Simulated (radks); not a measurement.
Excited configurations of Kr IV: one electron is placed in a higher orbital outside [Ar] 3d10 4s2 4p2. The ground configuration is [Ar] 3d10 4s2 4p3. Calculated with a radial shooting solver on a logarithmic mesh with Libxc functionals: Dirac Kohn-Sham, PBEsol, spin-unpolarised, spherical densities, finite nucleus; open shells fill j = l - 1/2 first; Fermi nuclear charge, rms radius 4.1884 fm. Excitation = E - E(ground); binding = E(ion) - E, where the ion is the core of charge +4; n* = 4/sqrt(2 binding) in atomic units, and the quantum defect is n - n*.

outer orbital  excitation (eV)  binding (eV)     n*  quantum defect
4d3/2                   21.068        28.360  2.771           1.229
5p1/2                   28.083        21.345  3.194           1.806
7s1/2                   40.257         9.171  4.872           2.128
7p1/2                   41.216         8.211  5.149           1.851
7d3/2                   42.849         6.579  5.752           1.248

The Delta-SCF ionisation energy is 49.428 eV (NIST Atomic Spectra Database: 50.9 eV, measured). Self-interaction in the functional shifts the binding energies and quantum defects, so they are the method's values and not measured ones. Spin polarisation and multiplet splitting are left out, so open shells lie too high by an amount that depends on their filling.

Beside tabulated values, note that spin-unpolarised runs miss the spin-polarisation part of the exchange energy of open shells.
